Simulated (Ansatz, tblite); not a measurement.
Spin states of Cu2O⁻ (the lowest doublet isomer of a short search), each relaxed with r2SCAN-D4/def2-TZVPD in Ansatz. Electronic energies in the gas phase.

The xTB rows come from tblite. B3LYP takes the VWN-RPA correlation. Correlated methods freeze 19 core orbitals. In CCSD on the charge -1 quartet the largest single amplitude is 0.32, so its Hartree–Fock determinant may place the open shell otherwise than the density functionals do. HOMO above LUMO, or a gap near zero within one spin, warns that the state may not be the lowest or that an electron is smeared out. The structure comes from a short search, and lower isomers may exist.

Doublet geometry (C2v within 0.1 Å):

```xyz
3

Cu    0.4420    0.8439   -0.8995
Cu   -0.6877   -0.0514    1.1141
O     0.2457   -0.7926   -0.2146
```

Quartet geometry (C2v within 0.1 Å):

```csv
atom,x (Å),y (Å),z (Å)
Cu1,0.004,1.049,-0.794
Cu2,-0.209,-1.299,-0.012
O3,0.205,0.250,0.807
```

⟨S²⟩: doublet 0.77 at PBE0-D4/def2-TZVPD (pure 0.75), quartet 3.77 at PBE0-D4/def2-TZVPD (pure 3.75).

Run but left out: HF/STO-3G (doublet: ⟨S²⟩ 3.10, where a pure state has 0.75); HF/def2-TZVPD, MP2/def2-TZVPD (doublet: a determinant that CCSD turns far, T1 0.056); PBE-QIDH/def2-TZVPD (quartet: ⟨S²⟩ 3.93, where a pure state has 3.75).

Only these spin states were relaxed. Higher spins weren't run and may lie lower.

Second-order perturbation terms are unreliable where d shells bring near-degenerate states, and here B2PLYP/def2-TZVPD lies more than 0.4 eV from the median of the functionals without such a term.

```tsv
level	quartet − doublet (kcal/mol)	lowest of these	remarks
GFN1-xTB	74.1	doublet	–
GFN2-xTB	70.7	doublet	–
PBE-D4/def2-TZVPD	26.5	doublet	HOMO above zero (doublet), HOMO above zero (quartet), gap within one spin near zero (quartet)
r2SCAN-D4/def2-TZVPD	20.7	doublet	HOMO above zero (doublet), HOMO above zero (quartet)
B97M-V/def2-TZVPD	29.8	doublet	HOMO above zero (doublet), HOMO above zero (quartet)
B3LYP-D4/def2-TZVPD	28.0	doublet	HOMO above zero (doublet), HOMO above zero (quartet)
PBE0-D4/def2-TZVPD	24.9	doublet	HOMO above zero (doublet), HOMO above zero (quartet)
B2PLYP/def2-TZVPD	42.6	doublet	–
RPA@PBE/def2-TZVPD	22.2	doublet	–
CCSD/def2-TZVPD	25.3	doublet	large T1 (0.056) (doublet), large T1 (0.098) (quartet), spin-contaminated (⟨S²⟩ 4.06) (quartet)
CCSD(T)/def2-TZVPD	33.8	doublet	large T1 (0.056) (doublet), large T1 (0.098) (quartet), spin-contaminated (⟨S²⟩ 4.06) (quartet)
```

Change of the quartet − doublet gap on mixing in exact exchange, in kcal/mol: PBE to PBE0 (25 % exact exchange) -1.6.

The xTB methods have no term that favours high spin, so they put low spin too low.
